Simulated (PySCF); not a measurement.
The Te–O bond energy of TeO₃

Method: PySCF, BP86, basis Te def2-TZVP with ECP28, O def2-TZVP (scalar-relativistic core potentials, no spin–orbit coupling, density fitting).

Each entry is the lowest minimum that a search over a few typed start shapes (and spin states, where more than one is plausible) found, or that minimum re-optimised at the stated level; isomers with ligand–ligand bonds, or fragments after loss of a ligand pair, can lie lower.

Total energies (Eh), which compare only within these settings: O atom -75.08608.

```tsv
species	2S+1	group	E (Eh)	ZPE (kJ/mol)
TeO₂	1	C2v	-418.62262	11.5
TeO₃	1	D3h	-493.79826	18.4
```

Problem. What are De and D0 for TeO₃ → TeO₂ + O?

Solution. De = [(-418.62262) + (-75.08608) − (-493.79826)] × 2625.5 = 235 kJ/mol. The zero-point energy changes by -6.9 kJ/mol, so D0 = 228 kJ/mol.

Atoms and open shells are unrestricted, without spin–orbit or basis-set superposition corrections.

Spin–orbit coupling can matter for elements this heavy.
